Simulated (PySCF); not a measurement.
PySCF input for Ga(F)(Me)(OMe) (C2H6FGaO), SMILES [O](C)[Ga]([CH3])[F], HF/pcSseg-1. Geometry optimised at B3LYP-D3(BJ)/def2-SVP. The structure was generated by enumeration; whether it is a known compound was not checked. One conformer was computed; it need not be the lowest.

```python
import numpy as np
from pyscf import gto, scf, dft
from pyscf.prop.nmr import rhf as nmr

mol = gto.M(
    atom='''
    Ga    0.05212332    0.35817790   -0.00000000
    F     1.41653539    1.46680805   -0.00000000
    C    -1.78791299    1.02334303   -0.00000000
    H    -2.51215589    0.19702140   -0.00000000
    H    -1.94697416    1.64788806    0.89177161
    H    -1.94697416    1.64788806   -0.89177160
    O     0.62914017   -1.32760298    0.00000000
    C    -0.17795819   -2.47729723   -0.00000000
    H     0.03453759   -3.09593744    0.89128500
    H     0.03453758   -3.09593744   -0.89128500
    H    -1.26550673   -2.26116117    0.00000000
    ''',
    basis='pcSseg-1',
    charge=0,
    spin=0,
    max_memory=1600,
    verbose=3,
)
mf = scf.RHF(mol)
mf.conv_tol = 1e-10
mf.max_cycle = 100
mf.kernel()
n = nmr.NMR(mf)
n.verbose = 2
n.max_cycle_cphf = 60
sigma = n.kernel()
print('atom   isotropic/ppm   span/ppm')
for i, s in enumerate(sigma):
    w = np.linalg.eigvalsh((s + s.T) / 2)
    print(f'{mol.atom_symbol(i):2s}{i + 1:3d} {w.mean():14.3f} {w[2] - w[0]:11.3f}')
```

Log of the run:

```
converged SCF energy = -2176.58314605624
atom   isotropic/ppm   span/ppm
Ga  1       1640.338     549.832
F   2        394.511     134.705
C   3        207.855      13.307
H   4         31.461      14.842
H   5         31.553      14.976
H   6         31.553      14.976
O   7        315.854     198.130
C   8        140.353      71.458
H   9         27.926      11.585
H  10         27.926      11.585
H  11         28.344      11.361
```

Self-consistency was reached.
